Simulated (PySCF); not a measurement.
**How does the dipole moment change from PBE0/pcSseg-2 to PBE0/def2-SVP?**

PySCF (NMR shieldings with GIAOs, density fitting), isolated neutral molecules in closed-shell states, PBE0-D3(BJ)/def2-SVP geometries kept fixed through all settings. Magnitudes of the dipole are compared, for one conformer each. Basis functions per molecule: 257–329 in pcSseg-2, 99–127 in def2-SVP.

Dipole moment (D):

```json
{"molecule": "CO[SiH2]C(F)(F)F", "PBE0/pcSseg-2": "3.31", "PBE0/def2-SVP": "3.21"}
{"molecule": "F/C=C1\\CC[SiH2]1", "PBE0/pcSseg-2": "1.06", "PBE0/def2-SVP": "0.92"}
{"molecule": "B[C@H]1CO[SiH2]O1", "PBE0/pcSseg-2": "0.70", "PBE0/def2-SVP": "0.77"}
{"molecule": "ClB1SCCS1", "PBE0/pcSseg-2": "3.25", "PBE0/def2-SVP": "2.97"}
{"molecule": "C#CCC[SiH2]F", "PBE0/pcSseg-2": "1.48", "PBE0/def2-SVP": "1.42"}
{"molecule": "OB1COC[SiH2]1", "PBE0/pcSseg-2": "1.98", "PBE0/def2-SVP": "?"}
{"molecule": "C=NN[SiH2]F", "PBE0/pcSseg-2": "1.26", "PBE0/def2-SVP": "1.05"}
{"molecule": "C#CB(F)B[SiH2]F", "PBE0/pcSseg-2": "2.41", "PBE0/def2-SVP": "2.28"}
```

**Question.** Predict the missing value of `OB1COC[SiH2]1` from the other molecules.

**Answer.** The basis change moves the other 7 molecules by -0.12 D on average (standard deviation 0.11), which puts `OB1COC[SiH2]1` at 1.98 − 0.12 = 1.86 D. A straight line through the pairs, y = 0.945x − 0.02, gives 1.86 D. The run gave 2.24 D: the mean change misses by 0.38, the line by 0.38 D.

**Question.** Which of the two rules would one have trusted beforehand?

**Answer.** Leaving out each listed molecule in turn and predicting it from the rest, the mean change misses by 0.091 D on average and the line by 0.117; so the mean change, and for `OB1COC[SiH2]1` it wasn't the closer one.

**Question.** Is the change the same for all, and does it alter the order of the molecules?

**Answer.** Among the 7 molecules with both values given it runs from -0.28 D for `ClB1SCCS1` to +0.07 D for `B[C@H]1CO[SiH2]O1`; `OB1COC[SiH2]1` moves by +0.26 D, outside this range. The change is not of one sign for all. No pair among the 7 changes order.

Neither level serves as a reference here, and other classes of molecule may behave otherwise.
